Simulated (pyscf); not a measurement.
`[SiH][AsH2]` [singlet] + `[AsH3]` → `[AsH2][SiH2][AsH2]`, an insertion (singlet surface; As–H broken, As–Si, H–Si formed). Structures and frequencies: ωB97X-D3(BJ)/def2-SVP in PySCF. Energies in kJ/mol from the separated reactants.

AM1 to PM7: differences of heats of formation from MOPAC. 

Question: Quick AM1 single points give ΔE‡ = -78.9 kJ/mol and ΔE = -279.3 kJ/mol. What does ωB97M-D3(BJ)/def2-TZVP give, and how far is the quick result from it?

Answer: ωB97M-D3(BJ)/def2-TZVP gives ΔE‡ = -14.0 kJ/mol and ΔE = -229.3 kJ/mol. AM1 lies 64.9 kJ/mol under it in the barrier and 49.9 kJ/mol under it in the reaction energy, so on this step it does not hold to within 12.6 kJ/mol. ωB97M-D3(BJ)/def2-TZVP has limits of its own. On the reactant side the descent ends in an adduct with a As–Si, H–Si contact, 32.5 kJ/mol under the separated species and 1.5 kJ/mol under the saddle at ωB97X-D3(BJ)/def2-TZVP. At ωB97M-D3(BJ) the saddle lies under the separated reactants, which points to a path from their complex (located at ωB97X-D3(BJ) alone). What is counted as formed (As–Si, H–Si) is already present as a longer contact in the reactant adduct; forming that adduct is a step of its own. At ωB97X-D3(BJ) the barrier from the zero used here is -31.0 kJ/mol. :HSi–AsH₂ [singlet] lies 70.3 kJ/mol over its isomer H₂Si=AsH (electronic energy, ωB97M-D3(BJ)). This is the saddle that the search found; another between the same sides may lie lower. In the def2 sets elements up to Kr have no core potential.
